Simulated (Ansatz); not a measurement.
Pulling on the P1–P2 bond in H4P2 (SMILES PP) (multiplicity 1 held, fragments rigid). Energies count from the point at 2.250 Å.
Geometry at that point (charge 0, multiplicity 1):
```xyz
6

P     -0.9893    -0.5359     0.0073
P      0.9893     0.5359    -0.0073
H     -1.5276     0.2516    -1.0454
H     -1.5450     0.3115     1.0028
H      1.5450    -0.3115    -1.0028
H      1.5276    -0.2516     1.0454
```

Unrestricted levels (U-) break spin symmetry where that is lower. Active spaces are followed from a long bond inwards. Curves can end on different states.

Correlated levels freeze the cores.

The values were computed with Ansatz (Gaussian basis) for Hartree–Fock, density functionals and correlated methods. Each number belongs to the level named beside it.

Question: What energy at R = 7.201 Å does U-HF/cc-pV(D+d)Z give?

Answer: 32.2 kcal/mol

Question: What energy at R = 7.201 Å does FIC-MRCISD+Q on CASSCF(2,2)/cc-pV(D+d)Z give?

Answer: 51.7 kcal/mol

Question: Give the energy at R = 7.201 Å at the level U-SCS-MP2/cc-pV(D+d)Z.

Answer: 53.7 kcal/mol

Doubts at one or more of the structures used: a spin-contaminated determinant (U-HF/cc-pV(D+d)Z, U-SCS-MP2/cc-pV(D+d)Z).

Ansatz is a quantum-chemistry and plane-wave program.
